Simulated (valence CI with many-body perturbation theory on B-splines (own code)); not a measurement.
**Nd9+: one-electron terms**

Computed by valence CI with perturbative core correlation (CI+MBPT): five valence electrons over a frozen Dirac-Fock core [Kr] 4d10, radial functions for each j: 7 s, 7 p, 7 d, 7 f, 4 g, 2 h, with the one-electron correlation potential Σ1, the two-electron term Σ2, the three-electron term Σ3, Breit, model QED; selected CI, second order for the rest, scaled by the run's own slope (own B-spline code, finite nucleus).

No measured levels were compared; by estimate terms of the open shell hold to a few per cent of their energy, and close levels can change places; configurations with another count of f electrons can be misplaced by thousands of cm⁻¹. Among the levels kept, up to 1800 cm⁻¹ of a level comes from second order outside the variational space, and about a tenth of that is noise between levels of different J, which matters for small intervals. The lowest computed level is not the ground level that NIST lists (°, for many ions itself from theory).

These are the spectroscopic orbitals of the CI (the correlating ones are not listed), shaped by the core and the other valence electrons. h is the expectation value of the core's Dirac-Fock operator, without the valence repulsion; Σ1 is computed up to l = 3 at one energy for each symmetry, that of its lowest orbital but kept below the first core excitation, so for empty shells it is not the orbital's own correlation shift; Breit and QED include the response of the core.

| Orbital | h (hartree) | Σ1 (cm⁻¹) | Breit (cm⁻¹) | QED (cm⁻¹) | ⟨r⟩ (bohr) |
| --- | --- | --- | --- | --- | --- |
| 5s1/2 | -8.7932 | -16055 | 680 | 647 | 1.321 |
| 6s1/2 | -5.065 | -4536 | 286 | 266 | 2.347 |
| 7s1/2 | -3.2887 | -1911 | 136 | 127 | 3.712 |
| 5p1/2 | -7.9631 | -14826 | 1088 | -18.3 | 1.391 |
| 6p1/2 | -4.6448 | -3991 | 406 | -7.1 | 2.529 |
| 7p1/2 | -3.0686 | -1823 | 209 | -3.7 | 3.941 |
| 5p3/2 | -7.7365 | -13722 | 614 | 42.1 | 1.437 |
| 6p3/2 | -4.5436 | -3808 | 233 | 15.6 | 2.590 |
| 7p3/2 | -3.0145 | -1761 | 130 | 8.1 | 4.015 |
| 5d3/2 | -6.3552 | -10021 | 243 | -33.6 | 1.666 |
| 6d3/2 | -3.8873 | -3383 | 108 | -14.6 | 2.947 |
| 7d3/2 | -2.6495 | -1692 | 60.0 | -8.0 | 4.500 |
| 5d5/2 | -6.3124 | -9730 | 109 | -17.5 | 1.680 |
| 6d5/2 | -3.8674 | -3312 | 49.1 | -7.6 | 2.965 |
| 7d5/2 | -2.6384 | -1661 | 28.1 | -4.2 | 4.520 |
| 4f5/2 | -8.5009 | -23253 | -438 | -106 | 0.8411 |
| 5f5/2 | -4.7205 | -5421 | -67.6 | -23.3 | 2.144 |
| 4f7/2 | -8.4802 | -22863 | -710 | -87.6 | 0.8457 |
| 5f7/2 | -4.7128 | -5393 | -129 | -18.7 | 2.149 |
| 5g7/2 | -3.712 |  | -4.8 | -0.3 | 2.601 |
| 5g9/2 | -3.7121 |  | -6.2 | 0.0 | 2.601 |

Among the shells of the start configuration 4f2 5s2 5p1, Σ1 is largest in size for 4f5/2, where it is 1.2 % of h.

Lowest root of each symmetry, sizes in configuration state functions:

| J | Parity | Roots | Reference | Variational | Second order | Change by selected CI (cm⁻¹) | Change by second order (cm⁻¹) |
| --- | --- | --- | --- | --- | --- | --- | --- |
| 1/2 | even | 5 | 106 | 31998 | 1491289 | -11719 | -261 |
| 3/2 | even | 12 | 190 | 31997 | 2021501 | -10250 | -590 |
| 5/2 | even | 14 | 235 | 31985 | 2702690 | -10047 | -799 |
| 7/2 | even | 16 | 237 | 32000 | 3536301 | -9548 | -763 |
| 9/2 | even | 15 | 212 | 31989 | 5026337 | -9750 | -806 |
| 11/2 | even | 12 | 159 | 32000 | 2623450 | -10040 | -704 |
| 13/2 | even | 7 | 106 | 31959 | 3755531 | -10453 | -502 |
| 15/2 | even | 3 | 61 | 32000 | 2497046 | -9265 | -371 |
| 17/2 | even | 2 | 31 | 31992 | 1434253 | -10130 | -300 |
| 1/2 | odd | 12 | 12 | 32000 | 1852030 | -23953 | -467 |
| 3/2 | odd | 25 | 25 | 31982 | 2176688 | -20394 | -1107 |
| 5/2 | odd | 28 | 28 | 31994 | 3357635 | -22454 | -1063 |
| 7/2 | odd | 27 | 27 | 31983 | 3783610 | -22826 | -1147 |
| 9/2 | odd | 23 | 23 | 31990 | 3605914 | -18751 | -1400 |
| 11/2 | odd | 16 | 16 | 31993 | 5059552 | -19465 | -1079 |
| 13/2 | odd | 8 | 8 | 31878 | 3787281 | -20324 | -637 |
| 15/2 | odd | 5 | 5 | 31956 | 3705043 | -20423 | -406 |
| 17/2 | odd | 1 | 1 | 31241 | 2055153 | -20315 | -115 |
